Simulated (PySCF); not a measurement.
# SiCl₄ + F₂ → SiF₂ + 2 Cl₂

Level: PBE in the def2-TZVP basis family, all electrons, no relativity, computed in PySCF with density fitting; open shells unrestricted.

| species | state and structure | E (Eh) | ZPE (kJ/mol) | H(298 K) − H(0) (kJ/mol) | S° (J/(mol K)) |
| --- | --- | --- | --- | --- | --- |
| SiCl₄ | singlet, Td, Si–Cl 2.040 Å (×4) | -2129.67403 | 18.6 | 19.8 | 333.9 |
| F₂ | singlet, D∞h, F–F 1.413 Å | -199.42304 | 6.0 | 8.8 | 202.5 |
| SiF₂ | singlet, C2v, Si–F 1.624 Å (×2); F–Si–F 101.1° | -489.04043 | 11.6 | 11.4 | 258.0 |
| Cl₂ | singlet, D∞h, Cl–Cl 2.008 Å | -920.02118 | 3.2 | 9.2 | 223.0 |

Problem. What is the electronic reaction energy?

Solution. At PBE/def2-TZVP, ΔE = 37.5 kJ/mol from the differences of the total energies times 2625.5, uphill. Fluorination of this kind underlies dry etching and chamber cleaning.

Problem. Add zero-point, thermal and entropy terms for 298.15 K and 1 bar.

Solution. ΔZPE = -6.6 and Δ[H(298) − H(0)] = 1.2 kJ/mol give ΔH° = 32.1 kJ/mol. ΔS° = 167.6 J/(mol K), so ΔG° = 32.1 − 298.15 × (0.1676) = -18 kJ/mol and log₁₀K = 3.1. ΔG° would change sign near 190 K if ΔH° and ΔS° stayed fixed.

Only the bonding shown was studied: isomers, or loss of a ligand pair, can lie lower.
